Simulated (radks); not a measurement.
Question: The mean radii <r> (bohr) of the occupied orbitals of an atom or ion are listed with their occupations. Method: Dirac Kohn-Sham, exchange-only B88, spin-unpolarised, spherical densities, finite nucleus; Fermi nuclear charge, rms radius of each element as measured or else 0.836 A^(1/3) + 0.57 fm; computed with a radial shooting solver on a logarithmic mesh with Libxc functionals.

orbital  occ.      <r>
1s1/2       2  0.04549
2s1/2       2   0.2025
2p1/2       2   0.1746
2p3/2       4   0.1783
3s1/2       2   0.5983
3p1/2       2   0.6099
3p3/2       4   0.6206
3d3/2       4   0.6740
3d5/2       6   0.6787
4s1/2       1    1.866
4p1/2       1    2.304
4p3/2       2    2.347
5s1/2       1    6.338

Name the element and its charge. Open shells, if any, are shared by 2j + 1.

Answer: Z = 33, arsenic, charge 0: As in [Ar] 3d10 4s1 4p3 5s1. The 1s radius gives Z: for a bare nucleus <r> = (2 gamma + 1)/(2Z) with gamma = sqrt(1 - (Z/c)^2), 0.04456 bohr for Z = 33, and screening makes it slightly larger (0.04549 here). The occupations add up to 33, and the charge is Z minus that.
